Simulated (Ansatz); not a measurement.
`Cl[SiH](Cl)[GeH3]` + `N[SiH](F)F` → `F[SiH](F)[NH][GeH3]` + `Cl[SiH2]Cl`  (cleavage of the Ge–Si bond)

Program: Ansatz. Geometries: PBE0-D4/def2-TZVP. ΔE: electronic, gas phase. CCSD(T)/CBS is the MP2 limit (def2-TZVPP, def2-QZVPP) plus CCSD(T) − MP2 in def2-TZVPP, frozen cores. This one scheme is used for every species. Functionals use def2-TZVPP. B3LYP here is the variant with VWN-RPA as its local correlation; programs differ in this. For Ge outer-core shells are correlated without core-valence functions, which leaves a few kJ/mol of doubt a bond. Scalar relativity is left out up to krypton. Each species was taken in one conformer, which may not be the lowest.

`Cl[SiH](Cl)[GeH3]`:

```xyz
8

Cl   -1.181   -1.563    1.745
Si   -0.687   -0.893   -0.130
Cl   -2.381   -0.225   -1.074
Ge    0.863    0.897    0.057
H    -0.192   -2.061   -0.894
H     1.227    1.411   -1.343
H     0.218    2.026    0.871
H     2.133    0.408    0.768
```

`N[SiH](F)F`:

```xyz
7

N     0.616    0.187   -0.832
Si   -0.399   -0.194    0.456
F     0.367   -1.208    1.405
F    -0.770    1.033    1.397
H     0.254    0.567   -1.690
H     1.596    0.380   -0.711
H    -1.665   -0.765   -0.026
```

`F[SiH](F)[NH][GeH3]`:

```xyz
10

F     2.126    1.182   -0.390
Si    1.018    0.937    0.725
F     0.067    2.203    0.604
N     0.128   -0.469    0.470
Ge   -1.104   -0.817   -0.868
H     1.687    0.924    2.036
H     0.343   -1.252    1.070
H    -2.474   -1.103   -0.233
H    -0.640   -2.043   -1.671
H    -1.150    0.438   -1.744
```

`Cl[SiH2]Cl`:

```xyz
5

Cl   -0.294    1.347   -1.397
Si   -0.106   -0.077    0.052
Cl    1.841   -0.224    0.643
H    -0.523   -1.375   -0.512
H    -0.919    0.328    1.214
```

Problem. Is it downhill or uphill in electronic energy at CCSD(T)/CBS, and by how much? (Estimate.)

Solution. Ansatz gave: Uphill: ΔE = +0.05 eV.

Problem. What do these levels give: B3LYP-D4, ωB97M-V, r2SCAN, PBE0, B3LYP, MP2/def2-TZVPP, SCS-MP2/def2-TZVPP, HF/def2-QZVPP, MP2/def2-QZVPP, SCS-MP2/def2-QZVPP, HF/CBS(def2), MP2/CBS(def2)? (An estimate is asked.)

Solution. Computed: B3LYP-D4 0.10, ωB97M-V 0.06, r2SCAN 0.13, PBE0 0.17, B3LYP 0.09, MP2/def2-TZVPP -0.02, SCS-MP2/def2-TZVPP -0.07, HF/def2-QZVPP -0.14, MP2/def2-QZVPP 0.01, SCS-MP2/def2-QZVPP -0.05, HF/CBS(def2) -0.15, MP2/CBS(def2) 0.03 eV.

Largest T1 diagnostic among the species: 0.012.

In def2-TZVPP, CCSD(T) changes the Hartree–Fock value by +0.14 eV (the triples alone add +0.01 eV) and MP2 by +0.11 eV. From PBE to PBE0 (25 % exact exchange), in def2-TZVPP and without D4, ΔE moves by −0.05 eV.
